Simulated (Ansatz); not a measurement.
Ansatz (an electronic-structure program) input (HF/6-31G* with LANL2DZ past Ar): The .json file joins the Basis Set Exchange's 6-31G* for atoms up to Ar and LANL2DZ past it.

Ansatz 0.2 input:
```yaml
crystal:
  periodic: [false, false, false]
  atoms:
    - {symbol: Cu, position_ang: [-0.00000000, -0.00000000, -0.04943660]}
    - {symbol: H, position_ang: [0.00000000, 0.00000000, 1.43366134]}
basis:
  gaussian:
    orbitals: 6-31Gs+LANL2DZ.json
hamiltonian:
  xc: {name: HF}
relax: {f_tol: 0.003, max_steps: 120}
```

From the last part of the output:

```
WARN ansatz: RAYON_NUM_THREADS=1 ignored (pool sized by the plan → 1); use --threads N
Functional definition: HF
integrals: 0.00 GiB planned
294 factors; integrals over basis functions are off by at most 1.7e-4 eV
mean field: 0.04 GiB planned
mean field evaluation 1: about -5317.2690 eV, gradient 4.3e1 eV
mean field evaluation 2: about -5317.2745 eV, gradient 4.3e1 eV
mean field evaluation 4: about -5320.7779 eV, gradient 1.8e0 eV
mean field evaluation 8: about -5320.8028 eV, gradient 2.8e-3 eV
mean field -5320.80275928 eV, -195.5358948339 hartree, gradient 1.0e-5 eV, S^2 0.000000; 0 other end points of the search recorded, 0 dependent functions left out
the calculation of the forces begins
reference -5320.80275928 eV, -195.5358948339 hartree; 10, 10 occupied and 14, 14 virtual orbitals, 294 factors
relax step   1: F+E_penalty+E_count = -5320.80275928 eV  Δ(F+E_penalty+E_count) = +0.000e0 eV  max|allowed force component| = 1.192e0 eV/Å  Δτ_max = 0.0000 Å  (31 SCF iters, accepted)
these checks for a lower state are left out or cut short: starts, cluster_reference, orbital_swaps, neighbouring_geometries, increment
integrals: 0.00 GiB planned
294 factors; integrals over basis functions are off by at most 1.8e-4 eV
mean field: 0.04 GiB planned
mean field evaluation 16: about -5320.8442 eV, gradient 6.9e-2 eV
mean field -5320.84424875 eV, -195.5374195436 hartree, gradient 7.5e-5 eV, S^2 0.000000; 0 other end points of the search recorded, 0 dependent functions left out
the calculation of the forces begins
reference -5320.84424875 eV, -195.5374195436 hartree; 10, 10 occupied and 14, 14 virtual orbitals, 294 factors
relax step   2: F+E_penalty+E_count = -5320.84424875 eV  Δ(F+E_penalty+E_count) = -4.149e-2 eV  max|allowed force component| = 5.459e-1 eV/Å  Δτ_max = 0.0242 Å  (23 SCF iters, accepted)
these checks for a lower state are left out or cut short: starts, cluster_reference, orbital_swaps, neighbouring_geometries, increment
integrals: 0.00 GiB planned
294 factors; integrals over basis functions are off by at most 2.2e-4 eV
mean field: 0.04 GiB planned
mean field -5320.85722555 eV, -195.5378964325 hartree, gradient 6.3e-5 eV, S^2 0.000000; 0 other end points of the search recorded, 0 dependent functions left out
the calculation of the forces begins
reference -5320.85722555 eV, -195.5378964325 hartree; 10, 10 occupied and 14, 14 virtual orbitals, 294 factors
relax step   3: F+E_penalty+E_count = -5320.85722555 eV  Δ(F+E_penalty+E_count) = -1.298e-2 eV  max|allowed force component| = 2.715e-2 eV/Å  Δτ_max = 0.0260 Å  (23 SCF iters, accepted)
these checks for a lower state are left out or cut short: starts, cluster_reference, orbital_swaps, neighbouring_geometries, increment
integrals: 0.00 GiB planned
294 factors; integrals over basis functions are off by at most 2.2e-4 eV
mean field: 0.04 GiB planned
mean field -5320.85726244 eV, -195.5378977882 hartree, gradient 3.4e-5 eV, S^2 0.000000; 0 other end points of the search recorded, 0 dependent functions left out
the calculation of the forces begins
reference -5320.85726244 eV, -195.5378977882 hartree; 10, 10 occupied and 14, 14 virtual orbitals, 294 factors
relax step   4: F+E_penalty+E_count = -5320.85726244 eV  Δ(F+E_penalty+E_count) = -3.689e-5 eV  max|allowed force component| = 6.208e-4 eV/Å  Δτ_max = 0.0014 Å  (17 SCF iters, accepted)
integrals: 0.00 GiB planned
294 factors; integrals over basis functions are off by at most 2.2e-4 eV
mean field: 0.04 GiB planned
mean field evaluation 32: about -5320.8573 eV, gradient 3.4e-5 eV
mean field -5320.85726244 eV, -195.5378977882 hartree, gradient 3.4e-5 eV, S^2 0.000000; 1 other end points of the search recorded, 0 dependent functions left out
the calculation of the forces begins
reference -5320.85726244 eV, -195.5378977882 hartree; 10, 10 occupied and 14, 14 virtual orbitals, 294 factors
Total energy: -5320.85726244 eV, -195.5378977882 hartree
Atom 0 at     0.000000    -0.000000    -0.098180 Å, force     0.000000    -0.000000    -0.000621 eV/Å
Atom 1 at    -0.000000     0.000000     1.482404 Å, force    -0.000000     0.000000     0.000621 eV/Å
Dipole moment:    -0.000000     0.000000    -0.902662 e Å
```
